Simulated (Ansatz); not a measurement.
Mulliken charges of CH4Cl2OSn, SMILES `C[O][SnH]([Cl])[Cl]` from ωB97M-V/def2-TZVPP in Ansatz (PBE0-D4/def2-TZVP geometry).

```csv
atom,x (Å),y (Å),z (Å),charge (e)
C1,-0.688,0.122,1.309,-0.176
O2,0.622,0.168,0.778,-0.514
Sn3,0.934,-0.082,-1.116,1.001
Cl4,0.044,-2.132,-1.710,-0.317
Cl5,-0.307,1.507,-2.248,-0.317
H6,-1.165,-0.850,1.141,0.120
H7,-0.609,0.286,2.386,0.123
H8,-1.328,0.906,0.887,0.120
H9,2.586,0.028,-1.446,-0.040
```

**Question.** By hand: the dipole of these point charges (1 e Å = 4.8032 D).

**Answer.** Σ q r = (0.342, 0.049, 0.102) e Å, of length 0.360 e Å = 1.73 D.

**Question.** How does the dipole of the full density compare? (Best estimate.)

**Answer.** Computed: (0.204, 0.039, 0.129) e Å, 1.17 D; the point charges give 1.48 times that, at 16° from its direction.

Point charges leave out the atoms' own dipoles, such as those of lone pairs, and Mulliken's split depends on the basis, so the two needn't agree.
